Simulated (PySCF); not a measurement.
## Si3H9NO2

Si3H9NO2 is a small molecule, neutral, singlet. The structure, one conformer, was relaxed in the gas phase by PBE0-D3(BJ)/def2-SVP. No frequency run checks that it is a minimum.

SMILES: O[SiH](N[SiH3])O[SiH3]

Coordinates in Å:
```
Si1    -0.166   -1.143    0.666
O2     -1.523   -0.224    0.414
Si3    -2.052    0.899   -0.692
N4      1.209   -0.468   -0.121
Si5     2.014    1.040    0.204
O6     -0.317   -2.637   -0.034
H7     -0.030   -1.227    2.141
H8     -1.060    2.009   -0.829
H9     -3.346    1.452   -0.202
H10    -2.257    0.270   -2.031
H11     1.604   -1.073   -0.837
H12     2.014    1.947   -0.985
H13     1.262    1.693    1.318
H14     3.437    0.842    0.620
H15    -1.068   -3.170    0.241
```

Shieldings: GIAO PBE0/pcSseg-1. Shifts are against computed references at the same level: H TMS (σ 31.27 ppm), Si TMS (σ 352.0 ppm). Core levels by delta-SCF with SCAN, pcX-2 on the ionised atom and pcseg-1 elsewhere, spin-free X2C (2p3/2 is the spin-free 2p value less a third of a first-order spin-orbit splitting); from the vacuum level, for chosen atoms.

(1) Give the shieldings and core levels atom by atom.

(2) Which of Si1, Si3 holds its core electrons tightest, and by how much against the loosest?

(3) By CAM-B3LYP/def2-SVPD (TDDFT singlets, Tamm-Dancoff triplets, ionisation by delta-SCF), where does absorption start, and what does vertical ionisation take?

Answers

(1) 
| atoms | bonded to | σ (ppm) | δ (ppm) | core level (eV) |
| --- | --- | --- | --- | --- |
| Si1 | 1 N + 2 O + 1 H | 395.3 | -43.3 | 2p3/2 107.87 |
| O2 | 2 Si | 269.0 | - | 1s 537.77 |
| Si3 | 1 O + 3 H | 392.5 | -40.5 | 2p3/2 107.47 |
| N4 | 2 Si + 1 H | 244.9 | - | 1s 404.31 |
| Si5 | 1 N + 3 H | 409.6 | -57.7 | - |
| O6 | 1 Si + 1 H | 274.3 | - | 1s 538.67 |
| H7 | 1 Si | 26.58 | 4.68 | - |
| H8 H9 H10 | 1 Si | 26.25 | 5.02 | - |
| H11 | 1 N | 30.92 | 0.35 | - |
| H12 H13 H14 | 1 Si | 26.59 | 4.68 | - |
| H15 | 1 O | 29.59 | 1.68 | - |

Values are those of this one static structure, with the three H of a rotating XH3 group averaged; atoms that internal rotation interchanges would show their mean in an NMR spectrum.

(2) Si1 (bonded to 1 N + 2 O + 1 H), by 0.40 eV over Si3 (bonded to 1 O + 3 H).

(3) The lowest singlet lies at 6.70 eV (f 0.009), the strongest of the first 6 at 7.77 eV (f 0.026), the lowest triplet at 6.36 eV; vertical ionisation takes 9.84 eV.
